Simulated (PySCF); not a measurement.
**What settings do to a single point of [Tl(NH2)2]+**

The sound run of [Tl(NH2)2]+ (singlet) uses PySCF 2.14.0, RKS BP86, Tl def2-SVP with ECP60, N def2-SVP, H def2-SVP; non-relativistic Hamiltonian with scalar-relativistic core potentials where named; density fitting; no spin-orbit coupling, grid (50, 194), threshold 1e-8 Eh and 55 cycles, at the relaxed geometry:

```xyz
7

Tl    0.0000    0.0000   -0.0590
N     2.0467    0.1430    0.2174
H     2.4234   -0.8067    0.4020
H     2.4822    0.4751   -0.6631
N    -2.0467   -0.1430    0.2174
H    -2.4234    0.8067    0.4020
H    -2.4822   -0.4751   -0.6631
```

There Tl1 has a Mulliken charge of 0.71 e and the dipole about the centre of mass is 1.78 D. Each run below changes one thing and starts from free metal ions and neutral atoms unless it says otherwise; with 55 cycles, smearing, a level shift and second-order steps follow where DIIS fails, and their cycles count. Energy shifts count from the sound run.

```csv
change,outcome,cycles,energy shift (eV),largest force component (eV/Å),charge on Tl1 (e),dipole about the centre of mass (D)
"charge changed by +4, spin kept, limit 93 cycles",converged,13,–,3.62,1.86,0.48
"grid (99, 590)",converged,9,-0.0014,0.02,0.71,1.78
"spin (2S) set to 3, limit 83 cycles",refused,–,–,–,–,–
start from a density of up to 30 smeared cycles (not counted),converged,7,0.0000,0.01,0.71,1.78
threshold 0.0001,converged,6,0.0001,0.01,0.71,1.79
```

Q: How does the run with this change end: all coordinates × 0.94?

A: outcome converged, cycles 9, energy shift (eV) 0.61, largest force component (eV/Å) 2.57, charge on Tl1 (e) 0.68, dipole about the centre of mass (D) 1.77.

Unsound on purpose, so not properties of the compound: charge changed by +4, spin kept, limit 93 cycles.

Forces carry noise of the integration grid, about 0.01 to 0.03 eV/Å.
